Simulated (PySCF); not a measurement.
# Correlation energy of Pd²⁺ (palladium, charge +2)

[Kr] 4d7 5p1, one real determinant (an excited configuration). Calculation: PySCF 2.14, in def2-TZVPPD with the def2 core potential (28 electrons) (6s4p3d2f1g, 56 functions); scalar relativity through the core potential. Frozen: nothing; 16 electrons correlated.

```json
{"level": "CCSD", "correlation energy (mhartree)": "-456.31"}
{"level": "(T)", "correlation energy (mhartree)": "-10.01"}
{"level": "CCSD(T)", "correlation energy (mhartree)": "-466.32"}
```

Diagnostics: T1 = 0.0099, D1 = 0.0409, largest double amplitude 0.033.

The real determinant used has ⟨L²⟩ near 14 against 20 for a pure G term, so it mixes terms.

Cost of the coupled-cluster step: roughly 24 core-seconds, for 16 correlated electrons.

The reference is one real determinant that mixes LS terms of this configuration.

The basis has no tight functions for the innermost shells, so their pair energies are far from complete.

This basis was not built for core-valence correlation, so the inner-shell part is incomplete.
